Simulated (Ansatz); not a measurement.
`C[BH][InH2]` + `C=N` → `C=[N][InH2]` + `BC`  (cleavage of the In–B bond)

Program: Ansatz. Geometries: PBE0-D4/def2-TZVP. ΔE: electronic, gas phase. CCSD(T)/CBS adds triple-zeta CCSD(T) − MP2 to the extrapolated MP2 energy (def2 sets, frozen cores). This one scheme is used for every species. Functionals use def2-TZVPP. HSE06 is defined as in plane-wave codes. def2 core potentials past Kr. For In outer-core shells are correlated without core-valence functions, which leaves a few kJ/mol of doubt a bond.

`C[BH][InH2]`:

Z-matrix (Å, degrees):
```
C
B 1 1.555
H 1 1.105 2 103.3
H 1 1.094 2 113.5 3 -113.0
H 1 1.090 2 117.5 3 117.1
In 2 2.248 1 126.0 3 -99.5
H 2 1.203 1 116.7 3 76.8
H 6 1.736 2 123.3 1 -94.7
H 6 1.736 2 123.8 1 86.2
```

`C=N`:

Z-matrix (Å, degrees):
```
C
N 1 1.261
H 1 1.096 2 124.9
H 1 1.092 2 118.8 3 -180.0
H 2 1.021 1 111.0 3 -0.0
```

`C=[N][InH2]`:

Cartesian coordinates in Å:
```
C 0.404 -0.466 1.287
N 0.970 0.045 0.285
In -0.256 0.512 -1.339
H 0.995 -0.736 2.177
H -0.677 -0.686 1.381
H -1.921 0.121 -1.075
H 0.486 1.210 -2.716
```

`BC`:

Z-matrix (Å, degrees):
```
C
B 1 1.548
H 1 1.091 2 115.2
H 1 1.105 2 103.3 3 -114.8
H 1 1.091 2 115.2 3 130.4
H 2 1.199 1 120.9 3 -157.0
H 2 1.199 1 120.9 3 26.7
```

CCSD(T)/CBS gives -0.09 eV.

Task: Another level gave -0.10 eV. Which?
A. CCSD/def2-TZVPP
B. HSE06-D4/def2-TZVPP
C. HF/def2-TZVPP
D. CAM-B3LYP-D4/def2-TZVPP

Result: D. CAM-B3LYP-D4 -0.10, CCSD/def2-TZVPP -0.04, HSE06-D4 0.00, HF/def2-TZVPP -0.18 eV.

Largest T1 diagnostic among the species: 0.015.

At CCSD(T), def2-SVP lies +0.04 eV from the extrapolated value and def2-TZVPP +0.03 eV. In def2-TZVPP, CCSD(T) changes the Hartree–Fock value by +0.12 eV (the triples alone add −0.02 eV) and MP2 by +0.05 eV. Leaving LDA and LC-ωPBE aside and taking each functional with its dispersion term where it has one, the values, not all of them listed here, spread over 0.13 eV, from B2PLYP to PBE0-D4. LDA lies +0.06 eV from PBE without D4.
